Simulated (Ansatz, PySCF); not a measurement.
CH$_{2}$, triplet, geometry from GFN2-xTB. Base run: MP2/def2-SVP (PySCF).

The PySCF input:
```python
from pyscf import gto, scf, mp

mol = gto.Mole()
mol.atom = '''
    C    -0.000866    0.100896    0.011702
    H    -0.978471   -0.312313   -0.024675
    H     0.983665   -0.293060   -0.045538
'''
mol.basis = 'def2-svp'
mol.charge = 0
mol.spin = 2
mol.verbose = 3
mol.build()

mf = scf.UHF(mol)
mf.kernel()

pt = mp.MP2(mf)
pt.kernel()
print('E(MP2) = %.10f' % pt.e_tot)
```

The same geometry, method and basis name were run in Ansatz (a program for electronic structure) and PySCF, at each program's defaults and at the settings that a row names. The base is PySCF at its defaults. Differences at the defaults can come from grids, fitting, cores and function types together.

```json
[
 {"code and settings": "PySCF, defaults (exact integrals, spherical functions, all electrons correlated)", "ΔE vs base (µEh)": "0.0", "basis functions": "24", "E (Eh)": "-38.98846", "SCF cycles": "10", "SCF-reference dipole (D)": "0.55"},
 {"code and settings": "Ansatz, defaults (factorised integrals, spherical functions, frozen core)", "ΔE vs base (µEh)": "2523", "basis functions": "24", "E (Eh)": "-38.98594", "SCF cycles": "-", "SCF-reference dipole (D)": "-"},
 {"code and settings": "PySCF, frozen core", "ΔE vs base (µEh)": "2523", "basis functions": "24", "E (Eh)": "-38.98594", "SCF cycles": "10", "SCF-reference dipole (D)": "0.55"},
 {"code and settings": "Ansatz, high accuracy, frozen core", "ΔE vs base (µEh)": "2523", "basis functions": "24", "E (Eh)": "-38.98594", "SCF cycles": "-", "SCF-reference dipole (D)": "-"}
]
```

Open shells are given as the SCF converged; they aren't shown to be the lowest states, and a large step between rows can be another state.
